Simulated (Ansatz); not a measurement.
The same redistribution along the group Al, Ga, In.

Program: Ansatz. Geometries: PBE0-D4/def2-TZVP. ΔE: electronic, gas phase. CCSD(T)/CBS is the MP2 limit (def2-TZVPP, def2-QZVPP) plus CCSD(T) − MP2 in def2-TZVPP, frozen cores. This one scheme is used for every species. DFT in def2-TZVPP. def2 core potentials past Kr. For Ga, In outer-core shells are correlated without core-valence functions, which leaves a few kJ/mol of doubt a bond. Scalar relativity is left out up to krypton. One conformer a species, not always the lowest.

```
                                                                   reaction  B2PLYP (kcal/mol)  CCSD/CBS(def2) (kcal/mol)  r2SCAN-D4 (kcal/mol)  CCSD(T)/CBS(def2) (kcal/mol)
`[SH][AlH][SH]` + `[OH][Al]([F])[F]` → `[F][AlH][SH]` + `[OH][Al]([F])[SH]`               -0.8                       -0.5                  -0.8                          -0.4
`[SH][GaH][SH]` + `[OH][Ga]([F])[F]` → `[F][GaH][SH]` + `[OH][Ga]([F])[SH]`               -4.0                       -3.9                  -4.3                          -3.8
`[SH][InH][SH]` + `[OH][In]([F])[F]` → `[F][InH][SH]` + `[OH][In]([F])[SH]`               -6.1                       -5.9                  -6.4                          -5.8
```

Largest T1 diagnostic: 0.018, for `[OH][In]([F])[F]`.
